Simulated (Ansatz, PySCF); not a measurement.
GeH₃O₄, SMILES [O][Ge]([OH])([OH])[OH], multiplicity 2. Atoms are numbered in the order given.

```xyz
8

O     -1.5687     0.8557     0.4288
Ge    -0.0407     0.0128     0.0148
O     -0.4250    -0.8329    -1.4894
O      1.3602     1.0344    -0.2854
O      0.3751    -1.0054     1.3864
H     -1.2245    -1.3738    -1.4192
H      1.3053     1.5201    -1.1199
H      1.3254    -0.9813     1.5701
```
Charge 0, spin multiplicity 2.

Geometry optimised at B3LYP-D3(BJ)/def2-SVP. The isomer is the one that the SMILES or the coordinates give; other isomers of the formula were not compared. Other conformers were not sampled.

Two levels are set side by side: PBE-D3(BJ)/def2-SVP (Ansatz, a program for electronic structure) and B3LYP-D3(BJ)/def2-SVP (Ansatz). Each level has its own optimised geometry; the coordinates shown are those of the second. Frequencies come from the Hessian of PySCF at each geometry. Differences are taken from unrounded values.

| quantity | B3LYP-D3(BJ) |
|---|---|
| mean bond length (Å) | 1.426 |
| bond O1–Ge2 (Å) | 1.794 |
| bond Ge2–O3 (Å) | 1.768 |
| bond Ge2–O4 (Å) | 1.760 |
| bond Ge2–O5 (Å) | 1.758 |
| bond O3–H6 (Å) | 0.968 |
| bond O4–H7 (Å) | 0.967 |
| bond O5–H8 (Å) | 0.968 |
| highest harmonic wavenumber (cm⁻¹) | 3839 |
| mean harmonic wavenumber (cm⁻¹) | 1045 |
| zero-point energy (kcal/mol) | 26.88 |

Question: What does PBE-D3(BJ) give, and how far is it from B3LYP-D3(BJ)? (The exact figures need the calculation; the answer reports its results.)

Answer: 
| quantity | PBE-D3(BJ) | PBE-D3(BJ) minus B3LYP-D3(BJ) |
|---|---|---|
| mean bond length (Å) | 1.437 | 0.011 |
| bond O1–Ge2 (Å) | 1.779 | -0.014 |
| bond Ge2–O3 (Å) | 1.797 | 0.029 |
| bond Ge2–O4 (Å) | 1.777 | 0.017 |
| bond Ge2–O5 (Å) | 1.776 | 0.018 |
| bond O3–H6 (Å) | 0.978 | 0.010 |
| bond O4–H7 (Å) | 0.976 | 0.009 |
| bond O5–H8 (Å) | 0.977 | 0.009 |
| highest harmonic wavenumber (cm⁻¹) | 3726 | -113 |
| mean harmonic wavenumber (cm⁻¹) | 1007 | -38 |
| zero-point energy (kcal/mol) | 25.91 | -0.97 |

GGA bonds tend to be longer and softer than those of functionals with exact exchange. Differences between two approximate levels are no errors against the true value.
